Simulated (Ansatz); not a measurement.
Calculated with Ansatz (gas phase, PBE0-D4/def2-TZVP geometries, no zero-point term in ΔE). CBS: MP2 limit from def2 TZ/QZ plus the TZ coupled-cluster correction, frozen cores. DFT in def2-TZVPP. def2 core potentials past Kr. For In outer-core shells are correlated without core-valence functions, which leaves a few kJ/mol of doubt a bond. Each species was taken in one conformer, which may not be the lowest.

Consider the substitution at a C–C bond: `C#CC(C)C` + `[OH][In]([SH])[SH]` → `C[O][In]([SH])[SH]` + `C#CCC`.

(1) Is it downhill or uphill in electronic energy at CCSD(T)/CBS, and by how much? (Best estimate.)

(2) What do these levels give: r2SCANh-D4, B2PLYP, PBE-QIDH, PBE, BLYP, BHLYP, CAM-B3LYP, RPA@PBE/def2-TZVPP, CCSD(T)/def2-SVP, CCSD(T)/def2-TZVPP, MP2/def2-QZVPP, HF/CBS(def2)? (Best estimate.)

(3) What do rigid-rotor, harmonic-oscillator terms from PBE0-D4/def2-TZVP frequencies (298.15 K, 1 bar) make of the CCSD(T)/CBS value? (Best estimate.)

Largest T1 diagnostic among the species: 0.015.

Answers

(1) Ansatz gave: Uphill: ΔE = +66.4 kJ/mol.

(2) The calculation gave: r2SCANh-D4 61.9, B2PLYP 60.7, PBE-QIDH 66.8, PBE 57.8, BLYP 51.3, BHLYP 57.6, CAM-B3LYP 57.9, RPA@PBE/def2-TZVPP 60.8, CCSD(T)/def2-SVP 56.5, CCSD(T)/def2-TZVPP 65.0, MP2/def2-QZVPP 72.9, HF/CBS(def2) 54.5 kJ/mol.

(3) Ansatz gave: ΔZPE = -0.4 kJ/mol, ΔH = +67.2 kJ/mol, ΔS = 17 J/(mol·K), ΔG = +62.0 kJ/mol. Modes under 50 cm⁻¹ make the entropy rough.

In def2-TZVPP, CCSD(T) changes the Hartree–Fock value by +10.2 kJ/mol (the triples alone add +0.6 kJ/mol) and MP2 by +17.4 kJ/mol. Leaving LDA and LC-ωPBE aside and taking each functional with its dispersion term where it has one, the values, not all of them listed here, spread over 12.6 kJ/mol, from BLYP-D4 to PBE-QIDH. LDA lies +5.0 kJ/mol from PBE without D4.
